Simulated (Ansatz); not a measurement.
Q: Name a neutral molecule of C, F, N, S, Si and H with LUMO energy (B3LYP/def2-TZVPP) between -0.45 and -0.15 eV and HOMO–LUMO gap (PBE0/def2-TZVPP) between 7.10 and 7.40 eV (Ansatz, PBE0-D4/def2-TZVP geometry).

A: `N=C(F)S[SiH2]N` (-0.39 eV, 7.25 eV); `N[Si@@H]1S[C@@H]1F` (-0.16 eV, 7.15 eV); `N[Si]1(F)CS1` (-0.27 eV, 7.15 eV). Other molecules can fit too; these were computed, each in one conformer that needn't be the lowest.

B3LYP here is the variant with VWN-RPA as its local correlation; programs differ in this.
